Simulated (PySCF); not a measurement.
H2F3GeN (SMILES [NH2][Ge]([F])([F])[F]), singlet, at a GFN2-xTB geometry, atoms displaced at random by about 0.08 Å a coordinate; PySCF with TPSS/STO-3G, gradient by finite differences.

Input for PySCF:
```python
from pyscf import gto, scf, dft

mol = gto.M(
    atom='''
N     1.74464186   -0.30450288   -0.09959787
Ge    0.01952786    0.09721479   -0.04052677
F    -1.02072238   -0.92343468   -1.19239693
F    -0.51365900    1.69734611   -0.25354484
F    -0.66293475   -0.21733120    1.47289529
H     1.99883790   -1.17480258   -0.18879349
H     2.47749288    0.49183167    0.23135586
''',
    basis='sto-3g',
    verbose=4,
)

mf = dft.RKS(mol)
mf.xc = 'tpss'
mf.conv_tol = 1e-11
mf.kernel()
scan, done = mf.as_scanner(), []
scan.scf_summary = {}
def energy(d):
    c = mol.atom_coords()
    c[1, 2] += d
    e = scan(mol.set_geom_(c, unit='Bohr', inplace=False))
    done.append(scan.converged)
    return e
h = 1e-4
fd = (energy(h) - energy(-h)) / (2 * h)
print('dE/dx =', fd)
```

It wrote (shortened):

```
PySCF version 2.14.0

[INPUT] verbose = 4
[INPUT] num. atoms = 7
[INPUT] num. electrons = 68
[INPUT] charge = 0
[INPUT] spin (= nelec alpha-beta = 2S) = 0
[INPUT] symmetry False subgroup None
[INPUT] Mole.unit = angstrom
[INPUT] Symbol           X                Y                Z      unit          X                Y                Z       unit  Magmom
[...]
nuclear repulsion = 439.323099089294
number of shells = 22
number of NR pGTOs = 120
number of NR cGTOs = 40
basis = sto-3g
ecp = {}

******** <class 'pyscf.dft.rks.RKS'> ********
method = RKS
initial guess = minao
damping factor = 0
level_shift factor = 0
DIIS = <class 'pyscf.scf.diis.CDIIS'>
diis_start_cycle = 1
diis_space = 8
diis_damp = 0
SCF conv_tol = 1e-11
SCF conv_tol_grad = None
SCF max_cycles = 50
direct_scf = True
direct_scf_tol = 1e-13
XC library pyscf.dft.libxc version 7.1.2
    S. Lehtola, C. Steigemann, M. J. T. Oliveira, and M. A. L. Marques,  SoftwareX 7, 1–5 (2018)
XC functionals = tpss
    J. Tao, J. P. Perdew, V. N. Staroverov, and G. E. Scuseria,  Phys. Rev. Lett. 91, 146401 (2003)
    J. P. Perdew, J. Tao, V. N. Staroverov, and G. E. Scuseria,  J. Chem. Phys. 120, 6898 (2004)
    J. Tao, J. P. Perdew, V. N. Staroverov, and G. E. Scuseria,  Phys. Rev. Lett. 91, 146401 (2003)
    J. P. Perdew, J. Tao, V. N. Staroverov, and G. E. Scuseria,  J. Chem. Phys. 120, 6898 (2004)
radial grids:
    Treutler-Ahlrichs [JCP 102, 346 (1995); DOI:10.1063/1.469408] (M4) radial grids

becke partition: Becke, JCP 88, 2547 (1988); DOI:10.1063/1.454033
pruning grids: <function nwchem_prune>
grids dens level: 3
symmetrized grids: False
atomic radii adjust function: <function treutler_atomic_radii_adjust>
small_rho_cutoff = 0
Set gradient conv threshold to 3.16228e-06
Initial guess from minao.
tot grids = 96944
init E= -2401.59486068893
[...]
cycle= 1 E= -2403.33029379985  delta_E= -1.74  |g|= 0.55  |ddm|= 3.28
[...]
cycle= 2 E= -2403.3731299698  delta_E= -0.0428  |g|= 0.472  |ddm|= 1.86
[...]
cycle= 3 E= -2403.45448722244  delta_E= -0.0814  |g|= 0.178  |ddm|= 1.08
[...]
cycle= 4 E= -2403.46713044755  delta_E= -0.0126  |g|= 0.0393  |ddm|= 0.417
[...]
cycle= 5 E= -2403.46767805709  delta_E= -0.000548  |g|= 0.015  |ddm|= 0.0854
[...]
cycle= 6 E= -2403.46776829126  delta_E= -9.02e-05  |g|= 0.00387  |ddm|= 0.0325
[...]
cycle= 7 E= -2403.46777395625  delta_E= -5.66e-06  |g|= 0.000953  |ddm|= 0.00792
[...]
cycle= 8 E= -2403.46777429091  delta_E= -3.35e-07  |g|= 0.000175  |ddm|= 0.00179
[...]
cycle= 9 E= -2403.46777430258  delta_E= -1.17e-08  |g|= 5.03e-05  |ddm|= 0.000382
[...]
cycle= 10 E= -2403.46777430364  delta_E= -1.06e-09  |g|= 3.05e-06  |ddm|= 9.45e-05
[...]
cycle= 11 E= -2403.46777430365  delta_E= -9.09e-12  |g|= 8.09e-07  |ddm|= 9.35e-06
[...]
Extra cycle  E= -2403.46777430365  delta_E= -2.73e-12  |g|= 1.15e-06  |ddm|= 4.3e-06
converged SCF energy = -2403.46777430365
Create scanner for <class 'pyscf.dft.rks.RKS'>

WARN: Mole.unit (angstrom) is changed to Bohr

New geometry
   1 N      1.744641860000  -0.304502880000  -0.099597870000 AA    3.296895300852  -0.575427047341  -0.188212696890 Bohr
   2 Ge     0.019527860000   0.097214790000  -0.040473852279 AA    0.036902307199   0.183709328357  -0.076484496013 Bohr
   3 F     -1.020722380000  -0.923434680000  -1.192396930000 AA   -1.928885747414  -1.745038639125  -2.253303629472 Bohr
   4 F     -0.513659000000   1.697346110000  -0.253544840000 AA   -0.970674831418   3.207519286496  -0.479130307897 Bohr
   5 F     -0.662934750000  -0.217331200000   1.472895290000 AA   -1.252765115957  -0.410696446323   2.783368708262 Bohr
   6 H      1.998837900000  -1.174802580000  -0.188793490000 AA    3.777256198401  -2.220055126632  -0.356767990201 Bohr
   7 H      2.477492880000   0.491831670000   0.231355860000 AA    4.681783018760   0.929427155687   0.437199212713 Bohr

******** <class 'pyscf.scf.hf.RKS_Scanner'> ********
method = RKS_Scanner
initial guess = minao
damping factor = 0
level_shift factor = 0
[...]
    J. Tao, J. P. Perdew, V. N. Staroverov, and G. E. Scuseria,  Phys. Rev. Lett. 91, 146401 (2003)
    J. P. Perdew, J. Tao, V. N. Staroverov, and G. E. Scuseria,  J. Chem. Phys. 120, 6898 (2004)
radial grids:
    Treutler-Ahlrichs [JCP 102, 346 (1995); DOI:10.1063/1.469408] (M4) radial grids

becke partition: Becke, JCP 88, 2547 (1988); DOI:10.1063/1.454033
pruning grids: <function nwchem_prune>
grids dens level: 3
symmetrized grids: False
atomic radii adjust function: <function treutler_atomic_radii_adjust>
small_rho_cutoff = 0
Set gradient conv threshold to 3.16228e-06
tot grids = 96944
init E= -2403.46777225142
[...]
cycle= 1 E= -2403.46777130747  delta_E= 9.44e-07  |g|= 3.06e-05  |ddm|= 0.000241
[...]
cycle= 2 E= -2403.46777130631  delta_E= 1.16e-09  |g|= 5.98e-05  |ddm|= 0.000158
[...]
cycle= 3 E= -2403.46777130784  delta_E= -1.54e-09  |g|= 3.78e-06  |ddm|= 0.000114
[...]
cycle= 4 E= -2403.46777130784  delta_E=    0  |g|= 2.33e-06  |ddm|= 1.02e-05
[...]
Extra cycle  E= -2403.46777130785  delta_E= -5e-12  |g|= 4.48e-06  |ddm|= 1.2e-05
converged SCF energy = -2403.46777130785

WARN: Mole.unit (angstrom) is changed to Bohr

New geometry
   1 N      1.744641860000  -0.304502880000  -0.099597870000 AA    3.296895300852  -0.575427047341  -0.188212696890 Bohr
   2 Ge     0.019527860000   0.097214790000  -0.040579687721 AA    0.036902307199   0.183709328357  -0.076684496013 Bohr
   3 F     -1.020722380000  -0.923434680000  -1.192396930000 AA   -1.928885747414  -1.745038639125  -2.253303629472 Bohr
   4 F     -0.513659000000   1.697346110000  -0.253544840000 AA   -0.970674831418   3.207519286496  -0.479130307897 Bohr
   5 F     -0.662934750000  -0.217331200000   1.472895290000 AA   -1.252765115957  -0.410696446323   2.783368708262 Bohr
   6 H      1.998837900000  -1.174802580000  -0.188793490000 AA    3.777256198401  -2.220055126632  -0.356767990201 Bohr
   7 H      2.477492880000   0.491831670000   0.231355860000 AA    4.681783018760   0.929427155687   0.437199212713 Bohr

******** <class 'pyscf.scf.hf.RKS_Scanner'> ********
method = RKS_Scanner
initial guess = minao
damping factor = 0
level_shift factor = 0
DIIS = <class 'pyscf.scf.diis.CDIIS'>
diis_start_cycle = 1
diis_space = 8
diis_damp = 0
SCF conv_tol = 1e-11
SCF conv_tol_grad = None
SCF max_cycles = 50
direct_scf = True
direct_scf_tol = 1e-13
XC library pyscf.dft.libxc version 7.1.2
    S. Lehtola, C. Steigemann, M. J. T. Oliveira, and M. A. L. Marques,  SoftwareX 7, 1–5 (2018)
XC functionals = tpss
    J. Tao, J. P. Perdew, V. N. Staroverov, and G. E. Scuseria,  Phys. Rev. Lett. 91, 146401 (2003)
    J. P. Perdew, J. Tao, V. N. Staroverov, and G. E. Scuseria,  J. Chem. Phys. 120, 6898 (2004)
    J. Tao, J. P. Perdew, V. N. Staroverov, and G. E. Scuseria,  Phys. Rev. Lett. 91, 146401 (2003)
    J. P. Perdew, J. Tao, V. N. Staroverov, and G. E. Scuseria,  J. Chem. Phys. 120, 6898 (2004)
radial grids:
    Treutler-Ahlrichs [JCP 102, 346 (1995); DOI:10.1063/1.469408] (M4) radial grids

becke partition: Becke, JCP 88, 2547 (1988); DOI:10.1063/1.454033
pruning grids: <function nwchem_prune>
grids dens level: 3
symmetrized grids: False
atomic radii adjust function: <function treutler_atomic_radii_adjust>
small_rho_cutoff = 0
Set gradient conv threshold to 3.16228e-06
tot grids = 96944
init E= -2403.46777541103
[...]
cycle= 1 E= -2403.46777729537  delta_E= -1.88e-06  |g|= 5.96e-05  |ddm|= 0.000481
[...]
cycle= 2 E= -2403.46777729084  delta_E= 4.53e-09  |g|= 0.000117  |ddm|= 0.000311
[...]
cycle= 3 E= -2403.4677772968  delta_E= -5.96e-09  |g|= 7.04e-06  |ddm|= 0.000225
[...]
cycle= 4 E= -2403.46777729682  delta_E= -1.36e-11  |g|= 3.7e-06  |ddm|= 1.8e-05
[...]
cycle= 5 E= -2403.46777729682  delta_E= -9.09e-13  |g|= 2.89e-07  |ddm|= 6.69e-06
[...]
Extra cycle  E= -2403.46777729683  delta_E= -7.28e-12  |g|= 4.26e-07  |ddm|= 1.5e-06
converged SCF energy = -2403.46777729683
dE/dx = 0.029944894777145237
```
